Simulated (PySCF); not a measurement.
A structure optimised at PBE-D3(BJ)/def2-SVP, used in a PySCF frequency run:

```xyz
9

Si     1.8251     0.5222     0.7963
F      2.4363    -0.9731     0.5813
O      0.4543     0.6731    -0.1534
Si    -1.0151     0.0001    -0.3805
F     -2.1469     1.1420    -0.3918
F     -1.3511    -1.0422     0.8016
F     -1.0761    -0.7817    -1.7835
H      1.4570     0.6704     2.2363
H      2.8084     1.5261     0.3007
```

Write its SMILES and formula.

F[SiH2]O[Si](F)(F)F, F4H2OSi2

What are its rotational constants (standard atomic weights)?

3.1224, 1.0103, 0.95890 GHz
